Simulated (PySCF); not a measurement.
AlFH2N, BFH4Si, CH4BO, CH5BOSi and others (calculated)

All values are calculated (PySCF 2.14.0). Calculation on a computer-drawn molecule: optimised geometry and harmonic frequencies of an isolated molecule of the commonest isotopes, restricted reference for singlets and unrestricted otherwise, frozen core in MP2.

```json
{"entry": 1, "formula": "AlFH2N", "start_structure": {"atoms_angstrom": [["N", 0.2649, 1.8862, -2.7816], ["Al", -0.2135, 0.2636, -2.213], ["F", 0.5474, -1.2568, -2.2178], ["H", 1.1953, 2.1771, -3.1525], ["H", -0.2784, 2.7003, -2.7291]]}, "given": {"charge": 0, "multiplicity": 2, "method": "HF", "basis": "cc-pV(D+d)Z", "drawn_bonds_atom": [1, 2, 1, 1], "drawn_bonds_other_atom": [2, 3, 4, 5], "drawn_bonds_order": [1, 1, 1, 1]}, "results": {"optimised_atom_element": ["N", "Al", "F", "H", "H"], "optimised_atom_x [angstrom]": [0.2622, -0.3614, 0.6736, 1.182, -0.241], "optimised_atom_y [angstrom]": [1.83, 0.2833, -1.01, 1.971, 2.697], "optimised_atom_z [angstrom]": [-2.746, -2.184, -2.304, -3.123, -2.737], "modes_frequency [cm^-1]": [231.4, 380.9, 422.5, 674.4, 787.2, 896.9, 1661, 3768, 3859], "modes_reduced_mass [dalton]": [4.174, 1.084, 1.249, 1.438, 6.116, 10.11, 1.111, 1.052, 1.093], "rotational_constants [GHz]": [35.88, 6.546, 5.536], "total_energy [hartree]": -397.0635, "spin_squared": 0.7524, "convergence_status_largest_gradient_component [hartree/bohr]": 3.208e-05}}
{"entry": 2, "formula": "BFH4Si", "start_structure": {"atoms_angstrom": [["B", -1.7846, -0.2147, -0.5862], ["Si", 0.2011, -0.6121, -0.5036], ["F", 0.6528, -1.6673, -1.6519], ["H", -2.2582, 0.5516, 0.2068], ["H", -2.5158, -0.7109, -1.3947], ["H", 0.5657, -1.2116, 0.7986], ["H", 0.9944, 0.6186, -0.7144]]}, "given": {"charge": 0, "multiplicity": 1, "method": "MP2", "basis": "cc-pV(D+d)Z", "drawn_bonds_atom": [1, 2, 1, 1, 2, 2], "drawn_bonds_other_atom": [2, 3, 4, 5, 6, 7], "drawn_bonds_order": [1, 1, 1, 1, 1, 1]}, "results": {"optimised_atom_element": ["B", "Si", "F", "H", "H", "H", "H"], "optimised_atom_x [angstrom]": [-1.778, 0.1992, 0.6781, -2.241, -2.53, 0.549, 0.978], "optimised_atom_y [angstrom]": [-0.2176, -0.619, -1.684, 0.555, -0.7061, -1.202, 0.6281], "optimised_atom_z [angstrom]": [-0.5881, -0.5126, -1.666, 0.216, -1.393, 0.8054, -0.7078], "modes_frequency [cm^-1]": [151.4, 209.2, 417.4, 591.1, 672.0, 770.1, 839.6, 950.1, 950.5, 964.8, 1209, 2276, 2280, 2636, 2727], "modes_reduced_mass [dalton]": [1.041, 3.16, 1.224, 1.888, 2.247, 1.103, 4.232, 1.354, 1.368, 1.103, 1.165, 1.03, 1.052, 1.056, 1.124], "rotational_constants [GHz]": [21.02, 6.296, 5.134], "total_energy [hartree]": -415.7778, "convergence_status_largest_gradient_component [hartree/bohr]": 1.189e-05}}
{"entry": 3, "formula": "CH4BO", "start_structure": {"atoms_angstrom": [["B", -2.5016, -0.5168, -0.3937], ["O", -1.3908, -1.0477, -0.8087], ["C", -0.2139, -1.691, -1.2106], ["H", -3.3595, -0.0166, -0.1482], ["H", 0.6505, -0.8956, -1.079], ["H", -0.3554, -1.9806, -2.2322], ["H", -0.0351, -2.5828, -0.575]]}, "given": {"charge": 1, "multiplicity": 1, "method": "HF", "basis": "cc-pVDZ", "drawn_bonds_atom": [1, 2, 1, 3, 3, 3], "drawn_bonds_other_atom": [2, 3, 4, 5, 6, 7], "drawn_bonds_order": [1, 1, 1, 1, 1, 1]}, "results": {"optimised_atom_element": ["B", "O", "C", "H", "H", "H", "H"], "optimised_atom_x [angstrom]": [-2.445, -1.422, -0.1564, -3.437, 0.6118, -0.3187, -0.03857], "optimised_atom_y [angstrom]": [-0.5124, -1.044, -1.701, 0.004139, -0.9499, -1.976, -2.552], "optimised_atom_z [angstrom]": [-0.4365, -0.7863, -1.22, -0.09746, -1.091, -2.253, -0.5627], "modes_frequency [cm^-1]": [149.5, 149.5, 710.9, 828.9, 828.9, 1247, 1247, 1534, 1568, 1568, 1943, 3027, 3272, 3424, 3424], "modes_reduced_mass [dalton]": [3.451, 3.451, 7.451, 1.349, 1.349, 1.205, 1.205, 1.14, 1.051, 1.051, 4.376, 1.201, 1.022, 1.117, 1.117], "rotational_constants [GHz]": [153.4, 8.694, 8.694], "total_energy [hartree]": -139.5021, "convergence_status_largest_gradient_component [hartree/bohr]": 3.591e-05}}
{"entry": 4, "formula": "CH5BOSi", "start_structure": {"atoms_angstrom": [["B", -1.2979, -0.2399, -1.7206], ["Si", -0.1812, -0.1576, -0.1411], ["C", -0.3582, -1.0126, 1.3783], ["O", 0.9697, 0.9377, -0.3374], ["H", -1.0401, 0.4245, -2.6927], ["H", -2.2044, -0.9793, -1.7679], ["H", -1.0758, -1.7138, 1.5537], ["H", 0.4122, -0.8457, 2.2269], ["H", 1.6474, 1.1209, 0.3403]]}, "given": {"charge": 0, "multiplicity": 1, "method": "HF", "basis": "cc-pV(D+d)Z", "drawn_bonds_atom": [1, 2, 2, 1, 1, 3, 3, 4], "drawn_bonds_other_atom": [2, 3, 4, 5, 6, 7, 8, 9], "drawn_bonds_order": [1, 2, 1, 1, 1, 1, 1, 1]}, "results": {"optimised_atom_element": ["B", "Si", "C", "O", "H", "H", "H", "H", "H"], "optimised_atom_x [angstrom]": [-1.305, -0.09767, -0.3218, 1.106, -1.154, -2.209, -1.15, 0.2847, 1.719], "optimised_atom_y [angstrom]": [-0.2787, -0.08156, -0.9756, 1.015, 0.353, -1.06, -1.676, -0.9254, 1.164], "optimised_atom_z [angstrom]": [-1.691, -0.1047, 1.317, -0.3219, -2.695, -1.621, 1.358, 2.215, 0.383], "modes_frequency [cm^-1]": [152.6, 189.7, 244.9, 282.2, 332.0, 609.8, 637.9, 677.5, 771.4, 799.6, 857.4, 952.1, 952.7, 1084, 1259, 1501, 2700, 2788, 3289, 3378, 4164], "modes_reduced_mass [dalton]": [1.161, 2.489, 2.718, 2.778, 1.205, 1.062, 2.933, 1.436, 1.51, 1.25, 2.052, 2.06, 1.316, 4.617, 1.165, 1.23, 1.052, 1.127, 1.058, 1.112, 1.067], "rotational_constants [GHz]": [6.909, 6.212, 3.271], "total_energy [hartree]": -429.2263, "convergence_status_largest_gradient_component [hartree/bohr]": 2.288e-05}}
{"entry": 5, "formula": "AlBH3N", "start_structure": {"atoms_angstrom": [["N", 2.1502, 1.4795, -0.3937], ["B", 1.0244, 1.0301, -0.6779], ["Al", -0.9355, 0.2803, -1.1443], ["H", 3.0484, 1.7304, -0.1856], ["H", -1.2811, -0.4203, -2.5025], ["H", -2.175, 0.3635, -0.1516]]}, "given": {"charge": 0, "multiplicity": 1, "method": "HF", "basis": "cc-pV(D+d)Z", "drawn_bonds_atom": [1, 2, 1, 3, 3], "drawn_bonds_other_atom": [2, 3, 4, 5, 6], "drawn_bonds_order": [2, 1, 1, 1, 1]}, "results": {"optimised_atom_element": ["N", "B", "Al", "H", "H", "H"], "optimised_atom_x [angstrom]": [2.111, 0.9861, -0.947, 3.011, -1.215, -2.115], "optimised_atom_y [angstrom]": [1.424, 1.0, 0.2727, 1.762, -0.4099, 0.4146], "optimised_atom_z [angstrom]": [-0.4067, -0.6784, -1.145, -0.1894, -2.542, -0.09432], "modes_frequency [cm^-1]": [230.8, 240.8, 478.1, 539.1, 553.3, 582.9, 640.3, 844.7, 2000, 2001, 2044, 4078], "modes_reduced_mass [dalton]": [2.47, 3.858, 8.752, 1.218, 1.457, 1.24, 1.218, 1.064, 1.06, 1.063, 6.043, 1.102], "rotational_constants [GHz]": [134.1, 3.893, 3.783], "total_energy [hartree]": -322.7974, "convergence_status_largest_gradient_component [hartree/bohr]": 1.891e-05}}
{"entry": 6, "formula": "BClH3NSi", "start_structure": {"atoms_angstrom": [["B", 0.2507, -0.4432, 0.0063], ["N", 0.7195, -0.2398, 1.3016], ["Si", 1.3125, -0.0951, 2.7169], ["Cl", 2.8434, -1.2, 3.4643], ["H", -0.6389, -1.2299, -0.2022], ["H", 0.7231, 0.1739, -0.9156], ["H", 0.8767, 0.8477, 3.7396]]}, "given": {"charge": 0, "multiplicity": 1, "method": "MP2", "basis": "cc-pV(D+d)Z", "drawn_bonds_atom": [1, 2, 3, 1, 1, 3], "drawn_bonds_other_atom": [2, 3, 4, 5, 6, 7], "drawn_bonds_order": [1, 2, 1, 1, 1, 1]}, "results": {"optimised_atom_element": ["B", "N", "Si", "Cl", "H", "H", "H"], "optimised_atom_x [angstrom]": [0.2436, 0.7032, 1.324, 2.857, -0.6471, 0.7298, 0.8761], "optimised_atom_y [angstrom]": [-0.4462, -0.2281, -0.09514, -1.209, -1.243, 0.1777, 0.8574], "optimised_atom_z [angstrom]": [-0.01348, 1.292, 2.739, 3.473, -0.2078, -0.9298, 3.758], "modes_frequency [cm^-1]": [85.89, 185.5, 275.0, 321.2, 488.4, 558.1, 815.9, 891.1, 941.3, 1030, 1249, 1548, 2374, 2595, 2671], "modes_reduced_mass [dalton]": [4.386, 3.316, 13.48, 1.183, 1.118, 14.84, 1.83, 1.693, 1.359, 1.339, 1.183, 10.23, 1.044, 1.052, 1.129], "rotational_constants [GHz]": [16.58, 2.133, 1.922], "total_energy [hartree]": -829.8474, "convergence_status_largest_gradient_component [hartree/bohr]": 1.482e-05}}
{"entry": 7, "formula": "BClH3NSi", "start_structure": {"atoms_angstrom": [["Si", -0.6453, -0.462, -0.6554], ["N", -0.4088, 0.7118, 0.3347], ["B", -0.1889, 1.7491, 1.2105], ["Cl", 1.4816, 2.1699, 1.7393], ["H", -0.6702, -0.2994, -2.1147], ["H", -0.8809, -1.8474, -0.229], ["H", -1.063, 2.4238, 1.6685]]}, "given": {"charge": 0, "multiplicity": 1, "method": "MP2", "basis": "cc-pV(D+d)Z", "drawn_bonds_atom": [1, 2, 3, 1, 1, 3], "drawn_bonds_other_atom": [2, 3, 4, 5, 6, 7], "drawn_bonds_order": [2, 1, 1, 1, 1, 1]}, "results": {"optimised_atom_element": ["Si", "N", "B", "Cl", "H", "H", "H"], "optimised_atom_x [angstrom]": [-0.6495, -0.3926, -0.1701, 1.482, -0.6794, -0.8901, -1.076], "optimised_atom_y [angstrom]": [-0.4811, 0.7182, 1.768, 2.181, -0.301, -1.866, 2.427], "optimised_atom_z [angstrom]": [-0.6715, 0.3413, 1.228, 1.75, -2.134, -0.228, 1.669], "modes_frequency [cm^-1]": [88.62, 111.9, 306.4, 382.5, 628.5, 697.1, 752.9, 845.8, 876.6, 1024, 1120, 1564, 2323, 2339, 2682], "modes_reduced_mass [dalton]": [3.065, 8.85, 1.192, 13.37, 1.194, 1.219, 5.398, 1.471, 2.887, 1.099, 1.398, 11.21, 1.029, 1.058, 1.096], "rotational_constants [GHz]": [24.07, 1.657, 1.58], "total_energy [hartree]": -829.8516, "convergence_status_largest_gradient_component [hartree/bohr]": 2.356e-05}}
{"entry": 8, "formula": "BH3OSi", "start_structure": {"atoms_angstrom": [["O", -0.7323, 0.709, 2.5276], ["B", -0.7311, 0.219, 1.2539], ["Si", -1.0001, 1.6256, -0.1017], ["H", -0.9231, 0.0058, 3.1994], ["H", -0.9426, -0.8836, 1.0184], ["H", 0.2105, 2.0365, -0.7678]]}, "given": {"charge": 0, "multiplicity": 1, "method": "HF", "basis": "cc-pV(D+d)Z", "drawn_bonds_atom": [1, 2, 1, 2, 3], "drawn_bonds_other_atom": [2, 3, 4, 5, 6], "drawn_bonds_order": [1, 1, 1, 1, 1]}, "results": {"optimised_atom_element": ["O", "B", "Si", "H", "H", "H"], "optimised_atom_x [angstrom]": [-0.8247, -0.8989, -1.169, -0.7089, -0.8376, 0.3203], "optimised_atom_y [angstrom]": [0.711, 0.3261, 1.722, -0.002563, -0.8538, 1.809], "optimised_atom_z [angstrom]": [2.54, 1.243, -0.2408, 3.15, 0.9683, -0.5305], "modes_frequency [cm^-1]": [208.4, 284.2, 446.6, 550.3, 715.2, 960.7, 1042, 1257, 1376, 2126, 2598, 4145], "modes_reduced_mass [dalton]": [4.358, 1.314, 1.075, 3.783, 1.135, 1.463, 1.031, 1.91, 3.334, 1.041, 1.089, 1.066], "rotational_constants [GHz]": [47.05, 4.679, 4.421], "total_energy [hartree]": -390.2010, "convergence_status_largest_gradient_component [hartree/bohr]": 1.37e-05}}
```
